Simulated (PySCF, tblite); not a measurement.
Species: C3H10F2OSi2.
Structure used (GFN2-xTB), in Å, numbered top down from 1:
```
atom  x, y, z in Å
C1    -3.3253   -0.4311    0.4580
C2    -2.2653   -0.1261   -0.5856
O3    -0.9932   -0.1091    0.0343
Si4    0.4650    0.1529   -0.5633
F5     0.5277    1.5549   -1.3450
F6     0.7748   -0.8366   -1.7904
C7     1.7313    0.0292    0.8031
Si8    3.5011    0.3284    0.1714
H9    -4.3066   -0.4456   -0.0075
H10   -3.1319   -1.3985    0.9132
H11   -3.3105    0.3269    1.2362
H12   -2.2654   -0.8878   -1.3717
H13   -2.4464    0.8494   -1.0478
H14    1.6741   -0.9534    1.2668
H15    1.4990    0.7509    1.5834
H16    3.8525   -0.6777   -0.8296
H17    4.4003    0.2078    1.3246
H18    3.6100    1.6718   -0.3952
```

Jobs on this species (18 atoms, 82 electrons) with PySCF (density fitting) and tblite. Hardware of each: Arm Neoverse N1, one thread, no GPU, shared host. The host was shared with other jobs, so the times are rough.

```csv
level and settings,work,basis functions,SCF cycles,wall time
GFN2-xTB,L-BFGS relaxation,–,–,0.85 s
GFN2-xTB,Hessian by finite differences,–,–,?
PBE0/pcSseg-1,"shieldings, charges and field gradients",200,13,58 s
```

Question: Fill in the missing figures.

Answer: 
- GFN2-xTB; Hessian by finite differences: 1.2 s

Question: What do all jobs in the table cost together?

Answer: About 60 s; the longest takes about 97 % of that, and about 68 times as long as the shortest.
